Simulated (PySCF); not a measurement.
Al(F)(NH2)2 (AlFH4N2), SMILES [NH2][Al]([NH2])[F].

Coordinates come from a PBE0-D3(BJ)/def2-SVP optimisation. Other conformers were not sampled.

Computed with ωB97X/def2-TZVPD (PySCF).

Symmetry labels are those of the subgroup C2v that the program uses (full group C2v).

Computed valence orbital energies around the gap with their symmetry:
```json
[
 {"orbital": "HOMO−7", "symmetry": "B2", "energy (eV)": "-15.87"},
 {"orbital": "HOMO−6", "symmetry": "A1", "energy (eV)": "-15.75"},
 {"orbital": "HOMO−5", "symmetry": "A1", "energy (eV)": "-14.13"},
 {"orbital": "HOMO−4", "symmetry": "B2", "energy (eV)": "-13.97"},
 {"orbital": "HOMO−3", "symmetry": "B1", "energy (eV)": "-13.79"},
 {"orbital": "HOMO−2", "symmetry": "B2", "energy (eV)": "-13.13"},
 {"orbital": "HOMO−1", "symmetry": "B1", "energy (eV)": "-10.43"},
 {"orbital": "HOMO", "symmetry": "A2", "energy (eV)": "-9.77"},
 {"orbital": "LUMO", "symmetry": "A1", "energy (eV)": "0.98"},
 {"orbital": "LUMO+1", "symmetry": "B2", "energy (eV)": "2.59"},
 {"orbital": "LUMO+2", "symmetry": "A1", "energy (eV)": "2.67"},
 {"orbital": "LUMO+3", "symmetry": "B1", "energy (eV)": "3.01"}
]
```
